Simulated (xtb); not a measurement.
xtb input (GFN1-xTB):

```bash
xtb mol.xyz --gfn 1 --opt tight --chrg 0 --uhf 0
```
mol.xyz:
```
17

C     -3.19961069    -0.65922978    -1.24557347
C     -2.17577638    -0.37173244    -0.15146587
C     -0.77359183    -0.20404142    -0.70687728
O      0.13380875     0.06087950     0.35474162
Si     1.75082786     0.30011401     0.13082570
N      2.57606647     0.59589596     1.59466396
H     -4.19982183    -0.77633805    -0.82658300
H     -3.23959579     0.15276685    -1.97566413
H     -2.95716546    -1.57793225    -1.78518055
H     -2.44374201     0.53807706     0.39173010
H     -2.16292144    -1.18275759     0.58112798
H     -0.47209503    -1.11482476    -1.24070172
H     -0.75526495     0.62040647    -1.43168411
H      1.93895000     1.47767026    -0.75050690
H      2.32977463    -0.91725608    -0.48691739
H      2.75374969    -0.15068032     2.24766143
H      2.48748029     1.48098650     2.06807751
```

Output:

```
           -------------------------------------------------
          |                Calculation Setup                |
           -------------------------------------------------

           -------------------------------------------------
          |                 G F N 1 - x T B                 |
           -------------------------------------------------

        Reference                      10.1021/acs.jctc.7b00118
      * Hamiltonian:
        H0-scaling (s, p, d)           1.850000    2.250000    2.000000
        zeta-weighting                 0.000000
      * Dispersion:
        s8                             2.400000
        a1                             0.630000
        a2                             5.000000
        s9                             0.000000
      * Repulsion:
        kExp                           1.500000
        rExp                           1.000000
      * Coulomb:
        alpha                          2.000000
        third order                    atomic
        anisotropic                    false
      * Halogen bond correction:
        rad-scale                      1.300000
        damping                        0.440000

          ...................................................
          :                      SETUP                      :
          :.................................................:
          :  # basis functions                  52          :
          :  # atomic orbitals                  51          :
          :  # shells                           35          :
          :  # electrons                        38          :
          :  # halogen bonds                     0          :
          :  max. iterations                   250          :
          :  Hamiltonian                  GFN1-xTB          :
          :  restarted?                      false          :
          :  GBSA solvation                  false          :
          :  PC potential                    false          :
          :  electronic temp.          300.0000000     K    :
          :  accuracy                    1.0000000          :
          :  -> integral cutoff          0.2500000E+02      :
          :  -> integral neglect         0.1000000E-07      :
          :  -> SCF convergence          0.1000000E-05 Eh   :
          :  -> wf. convergence          0.2000000E-04 e    :
          :  Broyden damping             0.4000000          :
          :  net charge                          0          :
          :  unpaired electrons                  0          :
          ...................................................

 iter      E             dE          RMSdq      gap      omega  full diag
   1    -22.3402137 -0.223402E+02  0.731E+00    6.38       0.0  T
   2    -22.3822989 -0.420851E-01  0.439E+00    7.03       1.0  T
   3    -22.3821704  0.128491E-03  0.651E-01    7.01       1.0  T
   4    -22.3840797 -0.190933E-02  0.166E-01    7.17       1.0  T
   5    -22.3846692 -0.589468E-03  0.293E-02    7.08       1.0  T
   6    -22.3846743 -0.510156E-05  0.689E-03    7.07       3.5  T
   7    -22.3846745 -0.239121E-06  0.221E-03    7.08      11.0  T
[...]
                  HL-Gap            0.2593695 Eh            7.0578 eV
             Fermi-level           -0.2681383 Eh           -7.2964 eV

  Mulliken/CM5 charges         n(s)   n(p)   n(d)
     1C    -0.09042 -0.24170   1.007  3.083  0.000
     2C    -0.05716 -0.16624   1.035  3.023  0.000
     3C     0.20530  0.12813   0.990  2.804  0.000
     4O    -0.39862 -0.46092   1.621  4.777  0.000
     5Si    0.38007  0.22609   1.060  1.632  0.929
     6N    -0.49434 -0.91261   1.422  4.073  0.000
     7H     0.03337  0.08470   0.967  0.000  0.000
     8H     0.02784  0.07964   0.972  0.000  0.000
     9H     0.02784  0.07964   0.972  0.000  0.000
    10H     0.03579  0.09283   0.964  0.000  0.000
    11H     0.03579  0.09283   0.964  0.000  0.000
    12H     0.02137  0.08379   0.979  0.000  0.000
    13H     0.02137  0.08379   0.979  0.000  0.000
    14H    -0.07538  0.02136   1.075  0.000  0.000
    15H    -0.07538  0.02136   1.075  0.000  0.000
    16H     0.20128  0.39365   0.799  0.000  0.000
    17H     0.20128  0.39365   0.799  0.000  0.000

Wiberg/Mayer (AO) data.
largest (>0.10) Wiberg bond orders for each atom

 ---------------------------------------------------------------------------
     #   Z sym  total        # sym  WBO       # sym  WBO       # sym  WBO
 ---------------------------------------------------------------------------
     1   6 C    3.997 --     2 C    1.019     9 H    0.988     8 H    0.988
                             7 H    0.987
     2   6 C    3.997 --     1 C    1.019     3 C    0.997    11 H    0.979
                            10 H    0.979
     3   6 C    3.910 --     2 C    0.997    12 H    0.976    13 H    0.976
                             4 O    0.917
     4   8 O    2.386 --     5 Si   1.392     3 C    0.917
     5  14 Si   4.709 --     4 O    1.392     6 N    1.315    14 H    0.945
                            15 H    0.945
     6   7 N    3.199 --     5 Si   1.315    17 H    0.920    16 H    0.920
     7   1 H    1.005 --     1 C    0.987
     8   1 H    1.004 --     1 C    0.988
     9   1 H    1.004 --     1 C    0.988
Note: The following floating-point exceptions are signalling: IEEE_INVALID_FLAG IEEE_DENORMAL
normal termination of xtb
    10   1 H    1.005 --     2 C    0.979
    11   1 H    1.005 --     2 C    0.979
    12   1 H    1.010 --     3 C    0.976
    13   1 H    1.010 --     3 C    0.976
    14   1 H    0.990 --     5 Si   0.945
    15   1 H    0.990 --     5 Si   0.945
    16   1 H    0.961 --     6 N    0.920
    17   1 H    0.961 --     6 N    0.920
 ---------------------------------------------------------------------------

Topologies differ in total number of bonds
Writing topology from bond orders to xtbtopo.mol

 dipole moment from electron density (au)
     X       Y       Z
  -0.7850  -0.0754   0.4786  total (Debye):    2.345

           -------------------------------------------------
          |                Geometry Summary                 |
           -------------------------------------------------

      molecular mass/u    :      105.2111628
   center of mass at/Å    :        0.1056211       0.0010947      -0.1466580
  moments of inertia/u·Å² :        0.7103859E+02   0.4555648E+03   0.5083991E+03
rotational constants/cm⁻¹ :        0.2373025E+00   0.3700381E-01   0.3315826E-01

 * 16 selected distances

     #   Z          #   Z                                           value/Å
     1   6 C        2   6 C                                       1.5263703
     2   6 C        3   6 C                                       1.5309456
     3   6 C        4   8 O                                       1.4050735
     4   8 O        5  14 Si                                      1.6119908
     5  14 Si       6   7 N                                       1.7188285 (max)
     1   6 C        7   1 H                                       1.0898980
     1   6 C        8   1 H                                       1.0911659
     1   6 C        9   1 H                                       1.0911659
     2   6 C       10   1 H                                       1.0941885
     2   6 C       11   1 H                                       1.0941885
     3   6 C       12   1 H                                       1.1000222
     3   6 C       13   1 H                                       1.1000222
     5  14 Si      14   1 H                                       1.4435833
     5  14 Si      15   1 H                                       1.4435833
     6   7 N       16   1 H                                       1.0075083 (min)
     6   7 N       17   1 H                                       1.0075083

 * 7 distinct bonds (by element types)

   Z      Z             #   av. dist./Å        max./Å        min./Å
   1 H    6 C           7     1.0943787     1.1000222     1.0898980
   6 C    6 C           2     1.5286579     1.5309456     1.5263703
   1 H    7 N           2     1.0075083     1.0075083     1.0075083
   6 C    8 O           1     1.4050735     1.4050735     1.4050735
   1 H   14 Si          2     1.4435833     1.4435833     1.4435833
   7 N   14 Si          1     1.7188285     1.7188285     1.7188285
   8 O   14 Si          1     1.6119908     1.6119908     1.6119908

optimized geometry written to: xtbopt.xyz

           -------------------------------------------------
          | TOTAL ENERGY              -22.178317302810 Eh   |
          | GRADIENT NORM               0.000289230657 Eh/α |
          | HOMO-LUMO GAP               7.057803840169 eV   |
           -------------------------------------------------

------------------------------------------------------------------------
------------------------------------------------------------------------
 total:
 SCF:
 ANC optimizer:
```
